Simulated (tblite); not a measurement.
Run record: tight-binding relaxation, `CC[Si@](O)([SiH3])S[SiH3]`.

Computed with GFN2-xTB geometry optimisation, gas phase (tblite 0.8.0). Start geometry: from a force field or distance geometry. A driver script takes a list of jobs; this job's settings line and coordinates (Å) are shown.

Command:
```bash
OMP_NUM_THREADS=1 python probes_run.py task.json out
```

Input:
```
{"job": {"kind": "relax", "xc": "GFN2-xTB", "basis": "xTB"}, "charge": 0, "multiplicity": 1}
C     -1.268400    -1.927600    -1.091200
C     -0.502000    -0.612500    -1.170700
Si    -0.629700     0.133500     0.547000
O     -2.188700    -0.214200     1.143800
Si    -0.323300     2.331300     0.562500
S      0.936500    -0.737900     1.707600
Si     2.775300    -0.148600     0.731100
H     -1.881300    -1.936200    -0.148600
H     -1.893100    -2.047100    -1.987900
H     -0.572300    -2.778400    -0.989200
H      0.561300    -0.883600    -1.368000
H     -0.905600     0.045300    -1.950400
H     -2.898900     0.230100     0.626100
H     -1.553400     3.079400     0.226600
H      0.009300     2.718700     1.949900
H      0.816200     2.756500    -0.247600
H      2.438900     0.418300    -0.587500
H      3.428500     0.881000     1.550700
H      3.640800    -1.298800     0.488500
```

Output:
```
step      E/eV     max force
  0    -624.72534    1.668
  1    -624.88246    0.813
  2    -624.95390    0.866
  3    -624.99198    0.889
  4    -625.06813    0.509
  5    -625.09773    0.431
  6    -625.13110    0.427
  7    -625.15661    0.382
  8    -625.18353    0.435
  9    -625.21052    0.454
... (223 lines left out)
233    -625.61760    0.027
234    -625.61773    0.025
235    -625.61783    0.021
236    -625.61790    0.020
237    -625.61795    0.016
238    -625.61800    0.016
239    -625.61803    0.013
240    -625.61806    0.011
241    -625.61809    0.010
242    -625.61811    0.010
```

«max force» is the largest atomic force in eV/Å.

Problem. From which step on does the largest force stay under 0.1 eV/Å, and how much energy is left to gain from there?

Solution. From step 86 (0.067 eV/Å), 28.9 meV above the end.

In short: energy lowered by 20.6 kcal/mol over 242 steps; largest atomic force 0.010 eV/Å at the end.

Problem. Give the final coordinates.

Solution. 0.842 Å rms from the input after alignment:
```
atom  x, y, z in Å
C1    -1.0112   -1.8453   -1.2798
C2    -0.6752   -0.3570   -1.2287
Si3   -0.6793    0.3730    0.5442
O4    -2.1042    0.1075    1.2824
Si5   -0.3367    2.6516    0.6770
S6     0.7563   -0.8258    1.6942
Si7    2.5918   -0.5982    0.6387
H8    -2.0206   -2.0211   -0.9132
H9    -0.9501   -2.2221   -2.2995
H10   -0.3200   -2.4167   -0.6627
H11    0.3033   -0.1957   -1.6856
H12   -1.3950    0.1910   -1.8394
H13   -2.3103   -0.7297    1.6948
H14   -1.5794    3.3951    0.4708
H15    0.2301    3.0812    1.9574
H16    0.5993    3.0991   -0.3632
H17    2.5676   -1.4421   -0.5517
H18    2.7301    0.8055    0.2648
H19    3.5937   -1.0411    1.5922
```

Hardware: one thread of an Arm Neoverse N1, no GPU (shared host). Cost: 4.5 s wall.
Labels such as C1 count atoms from 1, the log's own numbers from 0.
